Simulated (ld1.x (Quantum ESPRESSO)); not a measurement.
Transferability test, TM potential for nitrogen

N, norm-conserving Troullier–Martins (Kleinman–Bylander form), made with ld1.x (Quantum ESPRESSO) 7.5 (BLYP, non-relativistic). Core [He], reference 2s2 2p2 (charge +1). Waves: 2s (bound): rc 0.85 bohr; 2p (bound): rc 1.65 bohr; 3d channel at -0.1 Ry: rc 1.55 bohr. Local part: the d channel. Core correction: none.

Energies are relative to the spin-unpolarised reference configuration 2s2 2p2; without spin polarisation the order of configurations can differ from experiment.

| valence configuration | charge | ΔE all-electron (eV) | error AE − PS (meV) |
| --- | --- | --- | --- |
| 2s2 2p3 | 0 | -13.580 | +19 |
| 2s2 2p0 | +3 | 76.041 | +661 |
| 2s2 2p3.3 | -0.3 | -15.193 | +23 |
| 2s1 2p3 | +1 | 11.623 | +16 |
| 2s1 2p0 | +4 | 153.798 | +1296 |

Task: What are ΔE and the potential's error for 2s1 2p4?

Result: ΔE = -2.208 eV all-electron; the error (AE − PS) is +73 meV.

Task: What are ΔE and the potential's error for 2s2 2p1?

Result: ΔE = 28.879 eV all-electron; the error (AE − PS) is +92 meV.

Levels in the configuration 2s1 2p0:

```
level  all-electron (eV)  pseudo (eV)
   2s            -87.566      -86.713
```

ld1.x printed “convergence not achieved” for 7 of the counted tests; their residual had stalled under 1e-8, short of the target of 1e-14.
